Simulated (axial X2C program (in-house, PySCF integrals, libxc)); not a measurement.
## CoS along the bond: PBE0, two-component

Computed with an axial X2C code built on PySCF integrals. Two-component (2c) means X2C with spin–orbit coupling and atomic mean-field two-electron Coulomb and Gaunt terms. Basis: Co dyall-cv3z [9s10p6d3f2g], S dyall-av3z [9s8p3d2f] (cores contracted in-house); Gaussian nuclei, density fitting, unrestricted open shells. Masses: Co 58.933 u, S 31.972 u.

State: Ω = 7/2 (⟨Sz⟩ = 1.50, ⟨Lz⟩ = 2.00 at PBE0). Dipoles are positive if S is the positive end.

```json
{"R (Å)": "1.714", "μ (D)": "-3.744", "HOMO (eV)": "-6.59", "LUMO (eV)": "-2.64"}
{"R (Å)": "1.793", "μ (D)": "-4.137", "HOMO (eV)": "-6.68", "LUMO (eV)": "-2.77"}
{"R (Å)": "1.852", "μ (D)": "-4.423", "HOMO (eV)": "-6.75", "LUMO (eV)": "-2.90"}
{"R (Å)": "1.911", "μ (D)": "-4.696", "HOMO (eV)": "-6.83", "LUMO (eV)": "-3.03"}
{"R (Å)": "1.970", "μ (D)": "-4.953", "HOMO (eV)": "-6.81", "LUMO (eV)": "-3.16"}
{"R (Å)": "2.039", "μ (D)": "-5.226", "HOMO (eV)": "-6.75", "LUMO (eV)": "-3.29"}
{"R (Å)": "2.108", "μ (D)": "-5.469", "HOMO (eV)": "-6.64", "LUMO (eV)": "-3.42"}
{"R (Å)": "2.196", "μ (D)": "-5.718", "HOMO (eV)": "-6.43", "LUMO (eV)": "-3.55"}
{"R (Å)": "2.305", "μ (D)": "-5.872", "HOMO (eV)": "-6.24", "LUMO (eV)": "-3.61"}
{"R (Å)": "2.462", "μ (D)": "-5.793", "HOMO (eV)": "-6.08", "LUMO (eV)": "-3.55"}
```

(1) The minimum lies at 1.965 Å. What is the dipole moment there, and its slope?

The state is a single determinant with fixed occupations, the lowest that a limited PBE0 search found. Density functionals use the spin component along the axis (collinear). Other states lie close and PBE0, whose exact exchange favours high spin, may order them wrongly; the determinant shown need not be the ground state. The nearest other spin-free determinant of the search, M_S = 3/2, Λ = 3, lies 0.46 eV up at the distance of the search. Without a current term, density functionals place determinants with orbital angular momentum somewhat too high. With several unpaired electrons one determinant need not be a pure state. A state of lower Ω lies just above, and one determinant can place such states too high, so the state shown need not be the lowest. The search has Ω = 1/2 only 0.12 eV up.

## Answers

(1) At PBE0, 2c, with the sign and origin stated: μ = -4.93 D, dμ/dR = -4.21 D/Å.
